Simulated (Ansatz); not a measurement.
A run for Ansatz (an electronic-structure program): R-PBE/def2-TZVPPD on CH7FOSi (a complex). Files ending in .json are basis or fitting sets from the Basis Set Exchange.

Ansatz 0.2 input:
```yaml
crystal:
  periodic: [false, false, false]
  atoms:
    - {symbol: C, position_ang: [-0.52593716, -0.43798256, -0.35759082]}
    - {symbol: F, position_ang: [0.62569914, 0.27791366, 0.00515469]}
    - {symbol: H, position_ang: [-1.39619282, 0.16936340, -0.11413249]}
    - {symbol: H, position_ang: [-0.47573475, -0.63352339, -1.42742892]}
    - {symbol: H, position_ang: [-0.54005836, -1.36946935, 0.20638247]}
    - {symbol: O, position_ang: [0.02734612, 0.87514157, 2.71247127]}
    - {symbol: Si, position_ang: [0.38359732, -0.40437004, 3.68550027]}
    - {symbol: H, position_ang: [0.39177842, 0.86954977, 1.81838776]}
    - {symbol: H, position_ang: [-0.02690331, -1.69112445, 3.06237832]}
    - {symbol: H, position_ang: [-0.37384242, -0.20352305, 4.93766121]}
    - {symbol: H, position_ang: [1.83356710, -0.49506086, 3.98914707]}
basis:
  gaussian:
    orbitals: def2-TZVPPD.json
hamiltonian:
  xc: {name: PBE}
scf: {lower_state_search: off}
```

The head of its log:

```
Functional definition: PBE
[...]
these checks for a lower state are left out or cut short: stability, starts, cluster_reference, orbital_swaps, neighbouring_geometries, increment
integrals: 0.22 GiB planned
1273 factors; their error is unknown
mean field: 1.52 GiB planned
mean field evaluation 1: about -13776.0075 eV, gradient 7.3e1 eV
mean field evaluation 2: about -13738.7456 eV, gradient 1.5e2 eV
```

Task: What total energy does the run end on?

Result: -506.6130 hartree.
